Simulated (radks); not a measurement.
Values are calculated unless marked as measured or tabulated.
How relativity changes the ionisation of the praseodymium ion Pr+ ([Xe] 4f3 6s1) to Pr2+ ([Xe] 4f3). Spin-unpolarised spherical Kohn-Sham, BLYP, point nucleus unless stated (finite: rms radius 4.8919 fm), a radial shooting solver on a logarithmic mesh with Libxc functionals. A level marked "c x" has the speed of light scaled by that factor and shares open shells by 2j + 1; other Dirac levels either fill j = l - 1/2 first or share by 2j + 1.

level,E(Pr+) (hartree),E(Pr2+) (hartree),IE (eV),HOMO,<r> HOMO (bohr)
non-rel.,-8924.1231,-8923.7482,10.201,6s,4.245
scalar-rel.,-9237.8797,-9237.4854,10.728,4f,1.179
"scalar-rel., finite nucleus",-9237.4117,-9237.0175,10.727,4f,1.179
"Dirac, 2j+1 shares",-9243.1641,-9242.7699,10.726,4f7/2,1.190
"Dirac, low j first",-9243.1856,-9242.7917,10.719,4f5/2,1.173
"Dirac, 2j+1 shares, finite nucleus",-9242.6939,-9242.2997,10.726,4f7/2,1.190
"Dirac, c x 0.75",-9541.3888,-9540.9735,11.302,4f7/2,1.325
"Dirac, c x 2",-8998.3815,-8998.0024,10.316,6s1/2,4.203
"Dirac, c x 100",-8924.1521,-8923.7773,10.201,6s1/2,4.245

NIST Atomic Spectra Database: 10.63 eV (semi-empirical). The relativistic part of the total energy of Pr+ is -318.6 hartree (Dirac, 2j+1 shares, finite nucleus), 3.6 % of the non-relativistic value. Spin polarisation and multiplet splitting of open shells are left out at every level.

Beside tabulated values, note that relativity, absent from the non-relativistic runs, is large for the heavy elements, and spin-unpolarised runs miss the spin-polarisation part of the exchange energy of open shells.
